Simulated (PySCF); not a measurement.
Orbital energies, ionisation energy and electron affinity

C8H7FS.
Numbering: `[CH2:1]=[CH:2][c:3]1[cH:4][cH:5][c:6]([SH:7])[c:8]([F:9])[cH:10]1` (hydrogens: H11, H12 on C1; H13 on C2; H14 on C4; H15 on C5; H16 on S7; H17 on C10)

Cartesian coordinates in Å at the PBE0-D3(BJ)/def2-SVP level; atoms count from 1:
```
atom  x, y, z in Å
C1    -3.065    0.794    0.207
C2    -2.248   -0.160   -0.254
C3    -0.782   -0.143   -0.263
C4    -0.081   -1.224   -0.817
C5     1.309   -1.248   -0.849
C6     2.058   -0.189   -0.325
S7     3.815   -0.242   -0.375
C8     1.349    0.885    0.228
F9     2.033    1.914    0.740
C10   -0.031    0.920    0.264
H11   -2.694    1.725    0.643
H12   -4.150    0.672    0.163
H13   -2.695   -1.065   -0.680
H14   -0.639   -2.065   -1.233
H15    1.829   -2.103   -1.287
H16    4.005    0.951    0.224
H17   -0.507    1.793    0.713
```

Level: PBE0/def2-SVPD (PySCF). Frontier orbitals with their largest atomic shares (Löwdin; up to four atoms above 4 %):

```csv
orbital,ε (eV),main atoms
HOMO−3,-9.56,"C6 18 %, S7 18 %, C2 15 %, C3 15 %"
HOMO−2,-7.92,"S7 29 %, C1 20 %, C2 19 %, C6 6 %"
HOMO−1,-7.59,"C10 22 %, C5 18 %, C4 18 %, C8 17 %"
HOMO,-6.30,?
LUMO,-1.46,"C1 18 %, C6 13 %, C2 13 %, C3 13 %"
LUMO+1,-0.49,"C4 22 %, C8 18 %, C5 17 %, C10 12 %"
LUMO+2,0.29,"S7 52 %, H16 13 %, H15 7 %, C5 6 %"
```

Question: What vertical ionisation energy does ΔSCF give, and how far is −ε(HOMO) from it?

Answer: ΔSCF: 7.91 eV (763 kJ/mol; threshold wavelength 157 nm); ⟨S²⟩ of the doublet left behind is 0.774, against 0.75 for a pure doublet. −ε(HOMO) is 6.30 eV, 1.61 eV below it. For the exact functional −ε(HOMO) would equal the first vertical ionisation energy; PBE0 (global hybrid, 25 % exact exchange) falls short of its own ΔSCF value by 20 %.

Question: On which atoms does the HOMO lie?

Answer: S7 (thiol sulfur) 29 %, C6 (substituted aromatic carbon) 13 %, C1 (terminal =CH2 carbon) 12 %, C3 (substituted aromatic carbon) 11 %, so no atom holds as much as 40 %. The HOMO−1 lies 1.29 eV lower.

Question: And the vertical electron affinity, the fundamental gap, Mulliken's electronegativity and the hardness (with the factor ½)?

Answer: EA = -0.08 eV by ΔSCF (−ε(LUMO) = 1.46 eV); a negative value means that the added electron isn't bound at this geometry and level, and the number then depends on the basis. IE − EA = 7.99 eV against an orbital gap of 4.84 eV; (IE + EA)/2 = 3.92 eV; (IE − EA)/2 = 4.00 eV.

Question: The lowest singlet excitation (vertical TDDFT, same level) lies at 4.31 eV. How far is it below IE − EA?

Answer: IE − EA = 7.99 eV, so by 3.68 eV.

Question: Shift the occupied levels rigidly so that −ε(HOMO) equals the ΔSCF value. What binding energies result?

Answer: The shift is +1.61 eV: HOMO 7.91, HOMO−1 9.20, HOMO−2 9.53, HOMO−3 11.17 eV. A rigid shift is only a rough guide to the deeper ionisations.

Question: What total energies stand behind the ΔSCF value?

Answer: E(N) = -806.07910 Eh and E(N − 1) = -805.78857 Eh at the same geometry, 0.29053 Eh apart. With one more electron, E(N + 1) = -806.07623 Eh.

Question: How many of the 10 lowest singlet excitations (vertical TDDFT, same level) lie below the ionisation energy?

Answer: All 10; they run from 4.31 to 6.54 eV.

One conformer (not necessarily the lowest) at the PBE0-D3(BJ)/def2-SVP geometry, without solvent, vibrations or thermal averaging.
